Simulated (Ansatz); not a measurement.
Ansatz (a first-principles code) job for Br₂H₂O₂Si, SMILES O[Si](O)(Br)Br, B3LYP-D3(BJ)/def2-SVP. 

Ansatz 0.2 input:
```yaml
crystal:
  periodic: [false, false, false]
  atoms:
    - {symbol: O, position_ang: [-0.18199523, -1.72349267, 1.10016296]}
    - {symbol: Si, position_ang: [-0.44815190, -0.50730440, 0.08231437]}
    - {symbol: O, position_ang: [-1.83558653, -0.56355342, -0.72960312]}
    - {symbol: Br, position_ang: [-0.34478449, 1.26111663, 1.37425730]}
    - {symbol: Br, position_ang: [1.06245949, -0.44895243, -1.50578984]}
    - {symbol: H, position_ang: [-0.00724262, -2.62343861, 0.84340057]}
    - {symbol: H, position_ang: [-2.69660163, -0.40367807, -0.35664169]}
basis:
  gaussian:
    orbitals: def2-SVP
hamiltonian:
  xc: b3lyp
  dispersion: d3bj
relax: {f_tol: 0.002, max_steps: 200}
```

It prints:

```
WARN ansatz: RAYON_NUM_THREADS=1 ignored (pool sized by the plan → 1); use --threads N
Functional definition: B3LYP
integrals: 0.07 GiB planned
1215 factors; integrals over basis functions are off by at most 2.8e-4 eV
mean field: 0.80 GiB planned
mean field evaluation 1: about -152073.1155 eV, gradient 6.9e1 eV
mean field evaluation 2: about -152058.8352 eV, gradient 1.1e2 eV
mean field evaluation 4: about -152081.0171 eV, gradient 3.0e0 eV
mean field evaluation 8: about -152081.0351 eV, gradient 1.8e-2 eV
mean field -152081.03505514 eV, -5588.8749540486 hartree, gradient 5.5e-5 eV, S^2 0.000000; 0 other end points of the search recorded, 0 dependent functions left out
the calculation of the forces begins
reference -152081.03529839 eV, -5588.8749629877 hartree; 51, 51 occupied and 69, 69 virtual orbitals, 1215 factors
relax step   1: F+E_penalty+E_count = -152081.44253500 eV  Δ(F+E_penalty+E_count) = +0.000e0 eV  max|allowed force component| = 1.044e0 eV/Å  Δτ_max = 0.0000 Å  (24 SCF iters, accepted)
these checks for a lower state are left out or cut short: starts, cluster_reference, orbital_swaps, neighbouring_geometries, increment
integrals: 0.07 GiB planned
1215 factors; integrals over basis functions are off by at most 2.9e-4 eV
mean field: 0.80 GiB planned
mean field evaluation 16: about -152081.0942 eV, gradient 3.0e-2 eV
mean field -152081.09647766 eV, -5588.8772112843 hartree, gradient 3.0e-5 eV, S^2 0.000000; 0 other end points of the search recorded, 0 dependent functions left out
the calculation of the forces begins
reference -152081.09672237 eV, -5588.8772202772 hartree; 51, 51 occupied and 69, 69 virtual orbitals, 1215 factors
relax step   2: F+E_penalty+E_count = -152081.49957421 eV  Δ(F+E_penalty+E_count) = -5.704e-2 eV  max|allowed force component| = 6.614e-1 eV/Å  Δτ_max = 0.0567 Å  (25 SCF iters, accepted)
these checks for a lower state are left out or cut short: starts, cluster_reference, orbital_swaps, neighbouring_geometries, increment
integrals: 0.07 GiB planned
1215 factors; integrals over basis functions are off by at most 3.0e-4 eV
mean field: 0.80 GiB planned
mean field -152081.11575798 eV, -5588.8779198231 hartree, gradient 2.5e-5 eV, S^2 0.000000; 0 other end points of the search recorded, 0 dependent functions left out
the calculation of the forces begins
reference -152081.11600259 eV, -5588.8779288123 hartree; 51, 51 occupied and 69, 69 virtual orbitals, 1215 factors
relax step   3: F+E_penalty+E_count = -152081.51761111 eV  Δ(F+E_penalty+E_count) = -1.804e-2 eV  max|allowed force component| = 3.234e-1 eV/Å  Δτ_max = 0.0155 Å  (25 SCF iters, accepted)
these checks for a lower state are left out or cut short: starts, cluster_reference, orbital_swaps, neighbouring_geometries, increment
integrals: 0.07 GiB planned
1215 factors; integrals over basis functions are off by at most 3.0e-4 eV
mean field: 0.80 GiB planned
mean field -152081.12926195 eV, -5588.8784160847 hartree, gradient 2.5e-5 eV, S^2 0.000000; 0 other end points of the search recorded, 0 dependent functions left out
the calculation of the forces begins
reference -152081.12950595 eV, -5588.8784250516 hartree; 51, 51 occupied and 69, 69 virtual orbitals, 1215 factors
relax step   4: F+E_penalty+E_count = -152081.53126369 eV  Δ(F+E_penalty+E_count) = -1.365e-2 eV  max|allowed force component| = 2.067e-1 eV/Å  Δτ_max = 0.0253 Å  (25 SCF iters, accepted)
these checks for a lower state are left out or cut short: starts, cluster_reference, orbital_swaps, neighbouring_geometries, increment
integrals: 0.07 GiB planned
1215 factors; integrals over basis functions are off by at most 3.1e-4 eV
mean field: 0.80 GiB planned
mean field evaluation 32: about -152081.1370 eV, gradient 4.4e-2 eV
mean field -152081.13700258 eV, -5588.8787005476 hartree, gradient 2.4e-5 eV, S^2 0.000000; 0 other end points of the search recorded, 0 dependent functions left out
the calculation of the forces begins
reference -152081.13724570 eV, -5588.8787094823 hartree; 51, 51 occupied and 69, 69 virtual orbitals, 1215 factors
relax step   5: F+E_penalty+E_count = -152081.54037893 eV  Δ(F+E_penalty+E_count) = -9.115e-3 eV  max|allowed force component| = 1.971e-1 eV/Å  Δτ_max = 0.0386 Å  (24 SCF iters, accepted)
these checks for a lower state are left out or cut short: starts, cluster_reference, orbital_swaps, neighbouring_geometries, increment
integrals: 0.07 GiB planned
1215 factors; integrals over basis functions are off by at most 3.1e-4 eV
mean field: 0.80 GiB planned
mean field -152081.13849988 eV, -5588.8787555724 hartree, gradient 2.3e-5 eV, S^2 0.000000; 0 other end points of the search recorded, 0 dependent functions left out
the calculation of the forces begins
reference -152081.13874255 eV, -5588.8787644906 hartree; 51, 51 occupied and 69, 69 virtual orbitals, 1215 factors
relax step   6: F+E_penalty+E_count = -152081.54306448 eV  Δ(F+E_penalty+E_count) = -2.686e-3 eV  max|allowed force component| = 8.322e-2 eV/Å  Δτ_max = 0.0233 Å  (25 SCF iters, accepted)
these checks for a lower state are left out or cut short: starts, cluster_reference, orbital_swaps, neighbouring_geometries, increment
integrals: 0.07 GiB planned
1215 factors; integrals over basis functions are off by at most 3.1e-4 eV
mean field: 0.80 GiB planned
mean field -152081.13875810 eV, -5588.8787650618 hartree, gradient 2.2e-5 eV, S^2 0.000000; 0 other end points of the search recorded, 0 dependent functions left out
the calculation of the forces begins
reference -152081.13900069 eV, -5588.8787739769 hartree; 51, 51 occupied and 69, 69 virtual orbitals, 1215 factors
relax step   7: F+E_penalty+E_count = -152081.54358652 eV  Δ(F+E_penalty+E_count) = -5.220e-4 eV  max|allowed force component| = 1.418e-3 eV/Å  Δτ_max = 0.0066 Å  (26 SCF iters, accepted)
integrals: 0.07 GiB planned
1215 factors; integrals over basis functions are off by at most 3.1e-4 eV
mean field: 0.80 GiB planned
mean field -152081.13875810 eV, -5588.8787650618 hartree, gradient 2.2e-5 eV, S^2 0.000000; 1 other end points of the search recorded, 0 dependent functions left out
the calculation of the forces begins
reference -152081.13900069 eV, -5588.8787739769 hartree; 51, 51 occupied and 69, 69 virtual orbitals, 1215 factors
Total energy: -152081.54382912 eV, -5588.8936511472 hartree
Atom 0 at    -0.214901    -1.759567     1.128578 Å, force    -0.001418     0.000618     0.000059 eV/Å
Atom 1 at    -0.451779    -0.509899     0.082210 Å, force     0.000473    -0.000524    -0.000162 eV/Å
Atom 2 at    -1.871787    -0.593893    -0.748041 Å, force     0.001222     0.000387    -0.000935 eV/Å
Atom 3 at    -0.396920     1.321692     1.331827 Å, force    -0.000067     0.001048     0.001318 eV/Å
Atom 4 at     1.135903    -0.489754    -1.466566 Å, force    -0.000745    -0.001032    -0.000359 eV/Å
Atom 5 at     0.020579    -2.611591     0.738341 Å, force     0.001013     0.000079    -0.000472 eV/Å
Atom 6 at    -2.672998    -0.366291    -0.258249 Å, force    -0.000477    -0.000577     0.000551 eV/Å
Dipole moment:    -0.266156    -0.295802     0.047467 e Å
```

The calculation finished and met its thresholds.
